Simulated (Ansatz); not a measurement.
Cost and result for the atomization energy of `[CH3][GeH2][Cl]` (8 atoms, 7 bonds).

```xyz
8

C     0.966    0.336    0.298
Ge   -0.726   -0.443   -0.244
Cl   -2.148    1.175   -0.457
H     0.845    0.859    1.247
H     1.307    1.043   -0.458
H     1.716   -0.449    0.417
H    -1.311   -1.391    0.813
H    -0.652   -1.131   -1.616
```

Total charge 0; spin multiplicity 1. Correlated methods include outer-core shells of Ge, which these sets cover unevenly. Scalar relativity is left out up to krypton. All single points use the PBE0-D4/def2-TZVP geometry. Program: Ansatz. All runs use 2 threads of a server CPU on a shared host. Times are those of one run each, without the atoms' runs, and a repeat can differ threefold. Electronic energies, without spin–orbit coupling; frozen cores. CCSD(T)/CBS adds CCSD(T) − MP2 in def2-TZVPP to the MP2 limit, and its time is that of the two runs behind it. T1 = 0.010. With those shells the extrapolation isn't a true limit. HSE06 is the plane-wave form, built on full-range PBE exchange.

CCSD(T)/CBS is a level of theory with its own doubt, some kJ/mol a heavy atom from the limit and from the frozen cores, so smaller differences don't rank the functionals.

| level | functions | wall time | atomization (kJ/mol) | difference from CCSD(T)/CBS | per bond |
| --- | --- | --- | --- | --- | --- |
| LDA (SPW92)/def2-TZVPP | 191 | 1.3 s | 2863.5 | 300.9 | 43.0 |
| BLYP-D4/def2-TZVPP | 191 | 2.2 s | 2511.6 | -51.0 | -7.3 |
| PBE-D4/def2-TZVPP (with forces) | 191 | 2.7 s | 2557.7 | -4.9 | -0.7 |
| HSE06-D4/def2-TZVPP | 191 | 3.8 s | 2544.7 | -17.9 | -2.5 |
| CCSD(T)/def2-SVP | 89 | 3.8 s | 2413.0 | -149.6 | -21.4 |
| CAM-B3LYP-D4/def2-TZVPP | 191 | 4 s | 2550.2 | -12.4 | -1.8 |
| PBE-QIDH/def2-TZVPP | 191 | 5.5 s | 2545.7 | -16.9 | -2.4 |
| r2SCANh-D4/def2-TZVPP | 191 | 6 s | 2552.4 | -10.2 | -1.4 |
| B2PLYP/def2-TZVPP | 191 | 6 s | 2520.2 | -42.4 | -6.0 |
| ωB97X-V/def2-TZVPP | 191 | 9 s | 2566.2 | 3.6 | 0.5 |
| MP2/def2-QZVPP | 366 | 21 s | 2547.6 | -15.0 | -2.1 |
| CCSD(T)/def2-TZVPP | 191 | 81 s | 2514.1 | -48.5 | -6.9 |
| CCSD(T)/CBS(def2) | – | 100 s | 2562.6 | 0.0 | 0.0 |

Leaving LDA and LC-ωPBE aside and taking each functional with its dispersion term where it has one, the values, not all of them listed here, spread over 80.1 kJ/mol, from BHLYP-D4 to B97M-V. LDA lies +319.8 kJ/mol from PBE without D4, its usual overbinding. The D4 term adds +22.9 kJ/mol with B3LYP and +11.9 kJ/mol with PBE0; it sums over pairs of atoms, weighted by their polarisabilities, and B3LYP, whose exchange is more repulsive, gets the larger term. In def2-TZVPP, CCSD(T) changes the Hartree–Fock value by +581.7 kJ/mol (the triples alone add +28.7 kJ/mol) and MP2 by +587.3 kJ/mol; breaking electron pairs costs correlation energy, which Hartree–Fock lacks.

B3LYP here is the variant with VWN-RPA as its local correlation; programs differ in this.
